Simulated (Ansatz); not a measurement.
System: CH5BS, charge 0, singlet. CH5BS (SMILES CSB).
B3LYP-D3(BJ)/def2-TZVP minimum from Ansatz (a program for electronic structure):
```
S
B 1 1.7556
H 2 1.1880 1 115.91
H 2 1.1888 3 122.80 1 180.00
C 1 1.8258 2 105.79 3 180.00
H 5 1.0867 1 109.91 2 0.00
H 5 1.0882 6 109.97 4 -119.88
H 5 1.0882 6 109.97 7 -120.24
```

Property: atomisation energy (electronic, to ground-state atoms), in kcal/mol. Radicals and triplets start from unrestricted determinants; spin-orbit coupling is neglected. CBS(X,Y): correlation extrapolated as X^-3, Hartree-Fock from the larger set. A bracket is a step between two methods taken in the basis named. The functionals are non-relativistic, so their misses hold any scalar relativity. Double hybrids freeze cores in their MP2 part. 'core' is core correlation in cc-pwCVTZ (1s frozen past Ne), 'X2C' scalar relativity in cc-pVTZ-DK, both at CCSD(T). For partners of very few electrons the exact lower level stands in for a higher one.

CCSD(T)/CBS(cc-pV(T+d)Z,cc-pV(Q+d)Z) + [CCSDT(Q) - CCSD(T)]/cc-pV(D+d)Z + core + X2C (Ansatz) gives 670.7 kcal/mol.

Task: How far off this value is PBE/def2-TZVPD (Ansatz), in which direction, and which of these levels come nearer: r2SCAN/def2-TZVPD, PBE0/def2-TZVPD, wB97M-V/def2-TZVPD, B2PLYP/def2-TZVPD, CCSD(T)/CBS(cc-pV(T+d)Z,cc-pV(Q+d)Z) + core + X2C?

Result: PBE gives 677.0 kcal/mol, 6.3 kcal/mol above it. Differences of the others: r2SCAN/def2-TZVPD (Ansatz) 2.7; PBE0/def2-TZVPD (Ansatz) -0.3; wB97M-V/def2-TZVPD (Ansatz) 2.0; B2PLYP/def2-TZVPD (Ansatz) -9.0; CCSD(T)/CBS(cc-pV(T+d)Z,cc-pV(Q+d)Z) + core + X2C (Ansatz) -0.5 kcal/mol. Nearer than PBE: r2SCAN/def2-TZVPD, PBE0/def2-TZVPD, wB97M-V/def2-TZVPD, CCSD(T)/CBS(cc-pV(T+d)Z,cc-pV(Q+d)Z) + core + X2C.
